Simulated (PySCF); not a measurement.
Bonds (- single, = double, # triple, : aromatic): C1-Si2, Si2-C3, Si2-C4, Si2-O5, O5-C6, C6=O7. C1 carries H8, H9, H10; C3 carries H11, H12, H13; C4 carries H14, H15, H16; C6 carries H17.

Geometry: PBE0-D3(BJ)/def2-SVP; GIAO shifts from PySCF 2.14.0 with density-fitted response routines, gas phase, non-relativistic, averaged over equivalent atoms.

At PBE0/pcSseg-1 (176 basis functions, 21 s wall time on 1 thread of an x86-64 server CPU, shared host):
```csv
atoms,δ (ppm)
C6,166.2
C1/C3/C4,-0.6
Si2,34.9
O7,465.4
O5,235.3
H17,7.86
H8/H9/H10/H11/H12/H13/H14/H15/H16,0.34
```

References, each an isolated molecule treated in the same way: TMS for ¹³C (σref 184.41) and ²⁹Si (σref 351.99) and ¹H (σref 31.27); ¹⁷O (σref 334.56) against H2O.

What do these become at CAM-B3LYP/pcSseg-1?

Results:


```csv
atoms,δ at CAM-B3LYP/pcSseg-1,change
C6,169.8,+3.6
C1/C3/C4,-0.6,+0.0
Si2,34.5,-0.4
O7,473.9,+8.5
O5,236.7,+1.4
H17,7.82,-0.04
H8/H9/H10/H11/H12/H13/H14/H15/H16,0.33,-0.01
```

δ = σ(ref) − σ, references computed at the same level: TMS for ¹³C (σ = 182.45 ppm), ²⁹Si (σ = 343.41 ppm), ¹H (σ = 31.33 ppm); ¹⁷O (σ = 338.55 ppm) against H2O.

The largest change is at O7 (carbonyl oxygen). Cost: 176 basis functions, 26 s wall time on 1 thread of an x86-64 server CPU, shared host.

Unscaled 17O shifts of doubly bonded oxygen tend to come out too high, by tens of ppm or more. Experimental scales use liquid or dissolved standards, which lie at an offset from isolated H2O (liquid H2O: subtract about 36 ppm).
